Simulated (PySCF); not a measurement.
Compound: C3H10OSi2.
Cartesian coordinates in Å at the PBE0-D3(BJ)/def2-SVP level; atoms count from 1:
```
atom  x, y, z in Å
Si1    2.621    0.478    0.054
O2     1.266   -0.254   -0.586
C3     0.052   -0.401    0.104
C4    -0.744    0.900    0.370
Si5   -2.313   -0.145    0.148
C6    -0.988   -1.220   -0.681
H7     2.940   -0.105    1.396
H8     2.432    1.953    0.214
H9     3.733    0.218   -0.900
H10    0.237   -0.902    1.077
H11   -0.636    1.572   -0.499
H12   -0.502    1.456    1.286
H13   -3.426    0.402   -0.684
H14   -2.874   -0.704    1.414
H15   -0.913   -0.950   -1.748
H16   -0.928   -2.312   -0.585
```

Definitions: NICS(0) = −σiso at the ring centroid; NICS(1) = −σiso and NICS(1)zz = −σzz at ±1 Å along the ring normal z. Level: GIAO PBE0/pcSseg-1 (PySCF, non-relativistic, gas phase) on the PBE0-D3(BJ)/def2-SVP geometry, one conformer.

Ring bond lengths (Å), with Mayer bond orders in brackets: C3–C4 1.548 (0.98), C4–Si5 1.898 (0.92), Si5–C6 1.897 (0.93), C6–C3 1.540 (0.97).

Problem. Give the NICS values of each ring in ppm.

Solution. 
```json
{"ring": "C3–C4–Si5–C6", "type": "4-membered ring with Si; formal bonds all single", "NICS(0)": "-5.4", "NICS(1), two faces": "-2.6 / -4.0", "NICS(1)zz, two faces": "3.9 / -0.4", "rms pucker (Å)": "0.15", "centre to ring atoms, mean (Å)": "1.20"}
```

Problem. What do they say, and how far can they be read as aromaticity?

Solution. 
- C3–C4–Si5–C6: mean NICS(1)zz 1.7 ppm, near zero. C3, C4, Si5, C6 have four or more neighbours; no verdict on aromaticity is drawn. The two faces differ by 4.3 ppm, so no symmetry operation interchanges them.

Problem. How do the values depend on the level or the medium?

Solution. 
```
                         level  NICS(0), C3–C4–Si5–C6  mean NICS(1)zz, C3–C4–Si5–C6
            PBE0/pcSseg-1, gas                   -5.4                           1.7
        mPW1PW91/pcSseg-2, gas                   -5.3                           1.6
PBE0/pcSseg-1, IEF-PCM acetone                   -5.4                           1.8
  PBE0/pcSseg-1, IEF-PCM water                   -5.4                           1.8
```

The geometry is the same throughout; the continuum's cavity takes Bondi-type radii × 1.2.
